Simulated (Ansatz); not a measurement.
CH5ClSiTe (`ClC[SiH2][TeH]`). The species carries charge 0 and has multiplicity 1. Te takes the def2 core potential. The geometry is a stationary point of PBE0-D4/def2-TZVP. It is one conformer, not always the lowest.

```xyz
9

Cl    0.864   -1.119   -2.236
C     0.880   -0.622   -0.519
Si   -0.548    0.567   -0.224
Te   -0.581    1.326    2.153
H     0.794   -1.522    0.090
H     1.842   -0.154   -0.312
H    -0.348    1.794   -1.031
H    -1.821   -0.100   -0.586
H    -1.082   -0.170    2.665
```

Problem. What is the dipole moment at ωB97M-V/def2-TZVPP? (Estimate.)

Solution. Ansatz gave: 1.05 D, with components (0.23, -0.08, 1.02) D in this frame, pointing from negative to positive charge.

Problem. And with PBE, r2SCAN, B3LYP? (An estimate is asked.)

Solution. Computed: PBE 1.10 D, r2SCAN 1.15 D, B3LYP 1.11 D.

Problem. Give the Mulliken charges with ωB97M-V, PBE, B3LYP in def2-TZVPP. (Estimate.)

Solution. Computed: 
```csv
atom,ωB97M-V,PBE,B3LYP
Cl1,-0.12,-0.14,-0.16
C2,-0.26,-0.16,-0.18
Si3,0.15,0.16,0.23
Te4,-0.07,-0.04,-0.04
H5,0.15,0.13,0.13
H6,0.15,0.14,0.14
H7,0.00,-0.03,-0.05
H8,0.00,-0.03,-0.04
H9,0.00,-0.01,-0.03
```

B3LYP here is the variant with VWN-RPA as its local correlation; programs differ in this.
